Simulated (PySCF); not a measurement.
Run record: geometry optimisation, `C=C(C)CCC(C)=O` (5-methyl-5-hexen-2-one).

Computed with PBE0-D3(BJ)/def2-SVP geometry optimisation, gas phase (PySCF 2.14.0). Start geometry: GFN2-xTB. A driver script takes a list of jobs; this job's settings line and coordinates (Å) are shown.

Command:
```bash
OMP_NUM_THREADS=1 python probes_run.py task.json out
```

Input:
```
{"job": {"xc": "PBE0", "basis": "def2-SVP", "d3": "d3bj", "grid": 1, "shake": 0.01, "kind": "geom"}, "charge": 0, "multiplicity": 1}
C      2.218510     1.273760     1.150120
C      1.664310     0.197140     0.626950
C      2.409530    -0.688130    -0.318820
C      0.295510    -0.221050     0.938790
C     -0.687750     0.033210    -0.242160
C     -2.120750    -0.324060     0.091380
C     -3.093130    -0.020580    -1.008060
O     -2.430660    -0.825140     1.131940
H      1.646510     1.935430     1.843480
H      3.201010     1.608870     0.928290
H      1.953100    -0.698080    -1.285570
H      3.461710    -0.345320    -0.416000
H      2.409650    -1.699200     0.052760
H     -0.123280     0.322280     1.820540
H      0.230750    -1.299830     1.179160
H     -0.649370     1.109010    -0.505550
H     -0.379180    -0.529900    -1.107400
H     -4.112240    -0.313750    -0.703040
H     -2.825210    -0.554100    -1.915150
H     -3.120030     1.054850    -1.216780
```

Problem. Estimate the output.

Solution. 
```
step   0  E = -348.51716105  max force = 0.041080
step   1  E = -348.52370214  max force = 0.005607
step   2  E = -348.52392915  max force = 0.002215
step   3  E = -348.52394461  max force = 0.001193
step   4  E = -348.52397292  max force = 0.000343
step   5  E = -348.52397872  max force = 0.000264
optimisation converged
```

Energies in Eh; «max force» is the largest Cartesian gradient component in Eh/bohr.

Problem. Give the first gradient maximum in eV/Å.

Solution. With 1 Eh/bohr = 51.422 eV/Å, 2.112 eV/Å.

In short: final energy -348.52398 Eh after 5 steps; dipole 2.74 D.

Problem. Where do the atoms end?

Solution. 0.104 Å rms from the input after alignment:
```
atom  x, y, z in Å
C1     2.2541    1.3579    1.1887
C2     1.6782    0.2879    0.6283
C3     2.4145   -0.5915   -0.3395
C4     0.2594   -0.0977    0.9501
C5    -0.6877    0.0080   -0.2372
C6    -2.1085   -0.4052    0.0886
C7    -3.1336   -0.1931   -0.9992
O8    -2.4030   -0.8828    1.1579
H9     1.7121    1.9883    1.8994
H10    3.2875    1.6354    0.9616
H11    1.9355   -0.5926   -1.3332
H12    3.4566   -0.2693   -0.4709
H13    2.4171   -1.6384    0.0084
H14   -0.1245    0.5294    1.7682
H15    0.2274   -1.1347    1.3263
H16   -0.7004    1.0349   -0.6434
H17   -0.3544   -0.6254   -1.0796
H18   -4.1080   -0.5739   -0.6698
H19   -2.8267   -0.7030   -1.9260
H20   -3.2173    0.8792   -1.2376
```

On an Intel Xeon Platinum 8488C with one thread (shared host), this took 72 s wall and 0.70 GiB of memory at its peak.
Labels such as C1 count atoms from 1, the log's own numbers from 0.
